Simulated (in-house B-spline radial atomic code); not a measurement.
Checks on a self-consistent run for Ho²⁺, [He] 2s2 (2p1/2)2 (2p3/2)3 3s2 3p6 3d10 4s2 4p6 4d10 4f11 5s2 5p6 6s1. All numbers are computed (Dirac-Hartree-Fock, average of the jj configuration; Fermi nucleus of rms radius 5.2022 fm) with an all-electron radial atomic-structure program (B-spline basis), not measured.

```csv
orbital,q,ε (Eh),<1/r>,<r²>,small-component weight
1s1/2,2,-2066.98647,76.0629,0.000587346,0.062777
2s1/2,2,-354.76015,18.3538,0.00901871,0.014117
2p1/2,2,-338.64983,18.2974,0.00651419,0.014136
2p3/2,3,-306.79283,15.9074,0.00781244,0.012948
3s1/2,2,-82.58162,6.77584,0.0587847,0.0046167
3p1/2,2,-75.14569,6.68791,0.0543442,0.0045521
3p3/2,4,-68.13595,6.1295,0.0609514,0.0043039
3d3/2,4,-55.56722,5.98046,0.0477174,0.0041286
3d5/2,6,-53.92846,5.8237,0.049677,0.0040273
4s1/2,2,-17.96641,2.81251,0.296741,0.0014547
4p1/2,2,-14.87784,2.70655,0.309637,0.0013755
4p3/2,4,-13.28541,2.51594,0.344923,0.0012786
4d3/2,4,-8.12758,2.29564,0.387309,0.0010957
4d5/2,6,-7.80951,2.24162,0.40256,0.0010612
4f5/2,4.7143,-1.47578,1.74986,0.688822,0.00069043
4f7/2,6.2857,-1.42873,1.7259,0.711819,0.0006755
5s1/2,2,-3.07223,1.04493,1.79568,0.00028525
5p1/2,2,-2.09872,0.934322,2.21828,0.00023343
5p3/2,4,-1.88074,0.866787,2.52147,0.00020681
6s1/2,1,-0.70537,0.375326,12.3138,4.2862e-05
```

Electron-electron repulsion V_ee = 4515.8549 hartree.

Question: What total energy follows from the eigenvalues?

Answer: The eigenvalues count the repulsion twice, so E = Σqε - V_ee = -7807.715 - 4515.855 = -12323.570 hartree; the run printed -12323.570.

Question: Does the Dirac virial theorem hold?

Answer: For a point nucleus E = -2c²Σq·w, with w the small-component weight. Here Σq·w = 0.32807 and c = 137.0360, so the ratio E/(-2c²Σq·w) is 1.000168; the finite nucleus accounts for the departure from 1.

Question: What diamagnetic shielding (Lamb formula) and susceptibility (Langevin formula) do the radii give?

Answer: σ = (α²/3)Σq<1/r> = 454.093/(3·137.036²) = 8060.4 ppm, and χ = -0.79199×10⁻⁶·Σq<r²> = -36.21×10⁻⁶ cm³/mol with Σq<r²> = 45.721 bohr². Both are non-relativistic formulas without the paramagnetism of open shells; for so heavy an element the full relativistic shielding is larger by tens of per cent.
